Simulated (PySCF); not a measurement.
Geometries of 4 isomers of C4H10GeO, from PBE0-D3(BJ)/def2-SVP geometry optimisation, gas phase in PySCF. One conformer each, no zero-point energy, no frequencies.

Question: Which isomer lies lowest at this level?
A.
```xyz
16
angstrom
C      3.380   -0.598    0.312
C      2.305    0.142    0.587
C      1.163    0.387   -0.345
C     -0.155   -0.153    0.189
O     -1.184    0.199   -0.696
Ge    -2.842   -0.395   -0.416
H      3.504   -1.083   -0.662
H      4.180   -0.740    1.044
H      2.227    0.608    1.579
H      1.030    1.472   -0.507
H      1.359   -0.063   -1.331
H     -0.076   -1.254    0.305
H     -0.339    0.259    1.203
H     -3.351    0.136    0.942
H     -2.828   -1.938   -0.405
H     -3.658    0.163   -1.587
```
B.
```xyz
16
angstrom
C      2.186    0.182    0.731
O      0.945   -0.448    0.757
C      0.189   -0.243   -0.403
C     -1.170   -0.947   -0.254
C     -2.075    0.150    0.352
Ge    -0.812    1.507   -0.340
H      2.824   -0.197   -0.093
H      2.690   -0.019    1.686
H      2.090    1.279    0.604
H      0.763   -0.526   -1.306
H     -1.535   -1.237   -1.252
H     -1.082   -1.869    0.346
H     -2.062    0.137    1.452
H     -3.119    0.156    0.010
H     -0.307    2.606    0.617
H     -1.205    2.127   -1.698
```
C.
```xyz
16
angstrom
C     -2.823   -1.421   -0.173
C     -2.522    0.011   -0.472
C     -1.320    0.584   -0.602
C      0.017   -0.074   -0.493
O      0.885    0.770    0.222
Ge     2.558    0.239    0.536
H     -3.289   -1.915   -1.043
H     -3.544   -1.505    0.656
H     -1.928   -2.001    0.094
H     -3.398    0.657   -0.608
H     -1.266    1.655   -0.829
H     -0.071   -1.067   -0.010
H      0.410   -0.260   -1.517
H      3.288    0.034   -0.809
H      3.184    1.372    1.355
H      2.522   -1.091    1.320
```
D.
```xyz
16
angstrom
C      2.826   -0.212   -0.466
O      1.530    0.238   -0.725
Ge     0.296    0.336    0.560
C     -1.369    1.198   -0.018
C     -2.138   -0.015    0.569
C     -1.044   -1.111    0.649
H      3.277    0.266    0.426
H      2.874   -1.308   -0.315
H      3.466    0.032   -1.330
H      1.015    0.780    1.857
H     -1.392    1.211   -1.120
H     -1.661    2.191    0.350
H     -3.027   -0.307   -0.014
H     -2.494    0.229    1.583
H     -0.988   -1.709   -0.274
H     -1.102   -1.795    1.507
```

Answer: D. That is `C[O][GeH]1[CH2]C[CH2]1`, 9.6 kcal/mol below the next.

```csv
SMILES,atoms numbered as above,E (Eh),relative (kcal/mol),relative (kJ/mol),dipole (D)
C[O][GeH]1[CH2]C[CH2]1,[CH3:1][O:2][GeH:3]1[CH2:4][CH2:5][CH2:6]1,-2309.69826,0.0,0.0,1.04
C/C=C\C[O][GeH3],[CH3:1]/[CH:2]=[CH:3]\[CH2:4][O:5][GeH3:6],-2309.68293,9.6,40.2,1.32
C=CCC[O][GeH3],[CH2:1]=[CH:2][CH2:3][CH2:4][O:5][GeH3:6],-2309.68222,10.1,42.1,1.13
CO[C@H]1C[CH2][GeH2]1,[CH3:1][O:2][C@H:3]1[CH2:4][CH2:5][GeH2:6]1,-2309.66521,20.7,86.8,0.78
```
